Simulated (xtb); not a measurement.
HCl₃HfO, charge -1, doublet, from a rough starting geometry (GFN-xTB shapes and energies of metal compounds can be far from the true ones) (the multiplicity is a formal guess); GFN2-xTB (xtb).

Input for xtb:
```
$ xtb mol.xyz --gfn 2 --chrg -1 --uhf 1 --opt vtight --json

# file mol.xyz
6

Hf     0.35343101     0.05144806    -0.01439657
Cl     2.32468829     0.94184090    -0.71418648
Cl     0.80619353    -0.72085246     2.01203027
Cl    -0.04237560    -1.80203611    -1.29320796
O     -1.21099657     0.93812607    -0.05243088
H     -2.11152786     0.65008678     0.13012679
```

Question: Predict the main parts of the log of this xtb run.

Answer: 
```
   ID    Z sym.   atoms
    1   72 Hf     1
    2   17 Cl     2-4
    3    8 O      5
    4    1 H      6

           -------------------------------------------------
          |                Calculation Setup                |
           -------------------------------------------------

           -------------------------------------------------
          |                 G F N 2 - x T B                 |
           -------------------------------------------------

          ...................................................
          :                      SETUP                      :
          :.................................................:
          :  # basis functions                  45          :
          :  # atomic orbitals                  41          :
          :  # shells                           15          :
          :  # electrons                        33          :
          :  max. iterations                   250          :
          :  Hamiltonian                  GFN2-xTB          :
          :  restarted?                      false          :
          :  GBSA solvation                  false          :
          :  PC potential                    false          :
          :  electronic temp.          300.0000000     K    :
          :  accuracy                    1.0000000          :
          :  -> integral cutoff          0.2500000E+02      :
          :  -> integral neglect         0.1000000E-07      :
          :  -> SCF convergence          0.1000000E-05 Eh   :
          :  -> wf. convergence          0.1000000E-03 e    :
          :  Broyden damping             0.4000000          :
          :  net charge                         -1          :
          :  unpaired electrons                  1          :
          ...................................................

 iter      E             dE          RMSdq      gap      omega  full diag
   1    -13.6852890 -0.136853E+02  0.290E+01    0.18       0.0  T
   2    -17.2207831 -0.353549E+01  0.216E+01    1.12       1.0  T
   3    -19.5933464 -0.237256E+01  0.133E+01    0.13       1.0  T
   4    -19.6251068 -0.317604E-01  0.130E+01    0.13       1.0  T
   5    -20.0541115 -0.429005E+00  0.659E+00    0.13       1.0  T
   6    -20.1871959 -0.133084E+00  0.234E+00    0.14       1.0  T
   7    -20.1892471 -0.205120E-02  0.162E+00    0.14       1.0  T
   8    -20.1675699  0.216771E-01  0.229E+00    0.15       1.0  T
   9    -20.1886677 -0.210977E-01  0.695E-01    0.16       1.0  T
  10    -20.1890194 -0.351692E-03  0.589E-01    0.15       1.0  T
  11    -20.1902209 -0.120154E-02  0.105E-01    0.15       1.0  T
  12    -20.1902222 -0.132233E-05  0.873E-02    0.15       1.0  T
  13    -20.1902227 -0.507603E-06  0.646E-02    0.15       1.0  T
  14    -20.1902222  0.536253E-06  0.322E-02    0.15       1.3  T
  15    -20.1902245 -0.233142E-05  0.106E-02    0.16       3.8  T
  16    -20.1902246 -0.397146E-07  0.408E-03    0.16      10.0  T
  17    -20.1902246 -0.661268E-08  0.311E-03    0.16      13.1  T
  18    -20.1902246 -0.230431E-07  0.857E-04    0.16      47.6  T
  19    -20.1902246 -0.155143E-08  0.943E-04    0.16      43.3  T

   *** convergence criteria satisfied after 19 iterations ***

         :::::::::::::::::::::::::::::::::::::::::::::::::::::
         ::                     SUMMARY                     ::
         :::::::::::::::::::::::::::::::::::::::::::::::::::::
         :: total energy             -20.142021506983 Eh    ::
         :: gradient norm              0.036550648317 Eh/a0 ::
         :: HOMO-LUMO gap              0.155099770586 eV    ::
         ::.................................................::
         :: SCC energy               -20.190217842298 Eh    ::
         :: -> isotropic ES            0.170235510602 Eh    ::
         :: -> anisotropic ES         -0.013438421340 Eh    ::
         :: -> anisotropic XC         -0.012844777448 Eh    ::
         :: -> dispersion             -0.005333683509 Eh    ::
[...]
 * total energy  :   -20.1490556 Eh     change       -0.4104253E-04 Eh
 * total energy  :   -20.1490779 Eh     change       -0.2238609E-04 Eh
 * total energy  :   -20.1490984 Eh     change       -0.2048217E-04 Eh
 * total energy  :   -20.1491144 Eh     change       -0.1599126E-04 Eh
 * total energy  :   -20.1491248 Eh     change       -0.1041961E-04 Eh
 * total energy  :   -20.1491284 Eh     change       -0.3576291E-05 Eh
 * total energy  :   -20.1491351 Eh     change       -0.6665326E-05 Eh
 * total energy  :   -20.1491429 Eh     change       -0.7793804E-05 Eh
 * total energy  :   -20.1491467 Eh     change       -0.3803420E-05 Eh
 * total energy  :   -20.1491473 Eh     change       -0.6040625E-06 Eh
 * total energy  :   -20.1491475 Eh     change       -0.2567862E-06 Eh
 * total energy  :   -20.1491476 Eh     change       -0.9921116E-07 Eh
   *** GEOMETRY OPTIMIZATION CONVERGED AFTER 32 ITERATIONS ***
         :: total energy             -20.149147635464 Eh    ::
[...]
         9        2.0000           -0.3012152              -8.1965
        10        2.0000           -0.2927504              -7.9661
        11        2.0000           -0.2919454              -7.9442
        12        2.0000           -0.2878389              -7.8325
        13        2.0000           -0.2861575              -7.7867
        14        2.0000           -0.2851525              -7.7594
        15        2.0000           -0.2832050              -7.7064
        16        2.0000           -0.2807450              -7.6395
        17        0.9982           -0.1652709              -4.4972 (HOMO)
        18        0.0017           -0.1532117              -4.1691 (LUMO)
        19        0.0000           -0.1491527              -4.0587
        20                         -0.1391905              -3.7876
        21                         -0.1079869              -2.9385
        22                          0.1219256               3.3178
        23                          0.1842107               5.0126
        24                          0.1886675               5.1339
        25                          0.1894614               5.1555
        26                          0.1901413               5.1740
        27                          0.1909267               5.1954
        28                          0.1918573               5.2207
       ...                                ...                  ...
        41                          1.1246057              30.6021
      -------------------------------------------------------------
                  HL-Gap            0.0120592 Eh            0.3281 eV
             Fermi-level           -0.1911279 Eh           -5.2009 eV

     #   Z          covCN         q      C6AA      α(0)
     1  72 Hf       3.198     0.668   152.420    26.577
     2  17 Cl       0.731    -0.452   113.747    16.313
     3  17 Cl       0.731    -0.429   112.900    16.252
     4  17 Cl       0.730    -0.460   114.027    16.333
     5   8 O        1.503    -0.620    25.773     6.846
     6   1 H        1.114     0.293     0.725     1.330

 Mol. C6AA /au·bohr⁶  :       2468.086226
 Mol. C8AA /au·bohr⁸  :     161725.849085
 Mol. α(0) /au        :         83.651775

Wiberg/Mayer (AO) data.
largest (>0.10) Wiberg bond orders for each atom

 ---------------------------------------------------------------------------
     #   Z sym  total        # sym  WBO       # sym  WBO       # sym  WBO
 ---------------------------------------------------------------------------
     1  72 Hf   3.407 --     5 O    0.968     3 Cl   0.824     2 Cl   0.799
                             4 Cl   0.778
     2  17 Cl   0.967 --     1 Hf   0.799
     3  17 Cl   0.998 --     1 Hf   0.824
     4  17 Cl   0.951 --     1 Hf   0.778
     5   8 O    2.009 --     1 Hf   0.968     6 H    0.872
     6   1 H    0.914 --     5 O    0.872
 ---------------------------------------------------------------------------

Topologies differ in total number of bonds
Writing topology from bond orders to xtbtopo.mol

molecular dipole:
                 x           y           z       tot (Debye)
 q only:       -1.636       0.100      -0.121
   full:       -1.796       0.171      -0.203       4.614
molecular quadrupole (traceless):
                xx          xy          yy          xz          yz          zz
 q only:       -1.304      -1.298       6.246      -0.365      -3.647      -4.941
  q+dip:       -1.026      -2.643       8.632      -1.241      -4.466      -7.606
   full:       -0.807      -2.626       8.292      -1.506      -4.139      -7.485

optimized geometry written to: xtbopt.xyz

           -------------------------------------------------
          | TOTAL ENERGY              -20.149147635464 Eh   |
          | GRADIENT NORM               0.000073253054 Eh/α |
          | HOMO-LUMO GAP               0.328147644592 eV   |
           -------------------------------------------------

normal termination of xtb
```
